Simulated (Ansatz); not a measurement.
`C/C=C/[SiH2][SiH3]`, charge 0, multiplicity 1.

Task: Give a relaxed structure at PBE0-D4/def2-TZVP (Ansatz 0.2.0). (Best estimate.)

Result: The calculation gave: 
Z-matrix (Å, degrees):
```
C
C 1 1.489
H 1 1.091 2 111.6
H 1 1.095 2 110.8 3 -121.1
H 1 1.095 2 110.7 3 121.0
C 2 1.333 1 125.6 3 -0.3
H 2 1.090 1 115.5 3 179.6
Si 6 1.856 2 123.4 1 -178.6
H 6 1.091 2 117.8 1 -0.2
Si 8 2.343 6 110.9 2 114.2
H 8 1.491 6 111.0 2 -125.6
H 8 1.490 6 108.9 2 -6.4
H 10 1.489 8 110.5 6 -62.6
H 10 1.489 8 111.2 6 176.9
H 10 1.490 8 110.2 6 56.8
```
This is one stationary point; other conformers may exist.
